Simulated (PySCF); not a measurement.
# `ClC(=C)C#CC(C)=O`, C6H5ClO

Molfile (atoms numbered from 1):
```
C6H5ClO
     RDKit          3D

 13 12  0  0  0  0  0  0  0  0999 V2000
   -3.0969    0.5125    0.9728 C   0  0  0  0  0  0  0  0  0  0  0  0
   -2.1755    0.0475    0.1346 C   0  0  0  0  0  0  0  0  0  0  0  0
   -2.6105   -0.6932   -1.3833 Cl  0  0  0  0  0  0  0  0  0  0  0  0
   -0.7903    0.0990    0.3749 C   0  0  0  0  0  0  0  0  0  0  0  0
    0.4112    0.1024    0.5063 C   0  0  0  0  0  0  0  0  0  0  0  0
    1.8305    0.1515    0.7385 C   0  0  0  0  0  0  0  0  0  0  0  0
    2.6283   -0.4547   -0.3867 C   0  0  0  0  0  0  0  0  0  0  0  0
    2.3101    0.6324    1.7355 O   0  0  0  0  0  0  0  0  0  0  0  0
   -4.1464    0.4511    0.7490 H   0  0  0  0  0  0  0  0  0  0  0  0
   -2.8034    0.9652    1.9037 H   0  0  0  0  0  0  0  0  0  0  0  0
    2.4137    0.0761   -1.3126 H   0  0  0  0  0  0  0  0  0  0  0  0
    2.3345   -1.4941   -0.5225 H   0  0  0  0  0  0  0  0  0  0  0  0
    3.6904   -0.3952   -0.1636 H   0  0  0  0  0  0  0  0  0  0  0  0
  1  2  2  0
  2  3  1  0
  2  4  1  0
  4  5  3  0
  5  6  1  0
  6  7  1  0
  6  8  2  0
  1  9  1  0
  1 10  1  0
  7 11  1  0
  7 12  1  0
  7 13  1  0
M  END
```

Level of theory: GIAO B3LYP/pcSseg-1 magnetisability, rotational g tensor and spin-rotation constants, non-relativistic, gas phase in PySCF. Geometry: GFN2-xTB.

(1) What are the magnetisability and the molar susceptibility?

(2) Split it along the inertial axes a, b, c into diamagnetic and paramagnetic parts about the centre of mass, with the quadrupole moment.

(3) And the rotational g tensor?

Results:

(1) Isotropic -1109 × 10⁻³⁰ J/T², or -66.8 × 10⁻⁶ cm³/mol; principal values -1221, -1127, -978 × 10⁻³⁰ J/T², anisotropy 212 × 10⁻³⁰ J/T² (root of half the summed squared differences of the principal values). The susceptibility is in cgs units.

(2) 
| axis | χ (10⁻⁶ cm³/mol) | diamagnetic (10⁻⁶ cm³/mol) | paramagnetic (10⁻⁶ cm³/mol) | summed x² of all electrons (Å²) | quadrupole Θ (D Å) |
| --- | --- | --- | --- | --- | --- |
| a | -62.7 | -420.5 | 357.8 | 372.9 | -4.83 |
| b | -64.1 | -1636.4 | 1572.3 | 86.3 | +5.02 |
| c | -73.5 | -1948.2 | 1874.6 | 12.8 | -0.19 |

Anisotropies 2χaa − χbb − χcc = +12.3 and 2χbb − χaa − χcc = +8.0 × 10⁻⁶ cm³/mol. Θ is traceless in Buckingham's convention.

(3) 
```tsv
axis	rotational constant (GHz)	g	nuclear part	electronic part
a	3.7698	-0.0529	0.5808	-0.6338
b	0.7339	-0.0118	0.5303	-0.5421
c	0.6167	-0.0063	0.5368	-0.5431
```
Asymmetric top; isotopes 12C, 35Cl, 1H, 16O; no vibrational averaging.
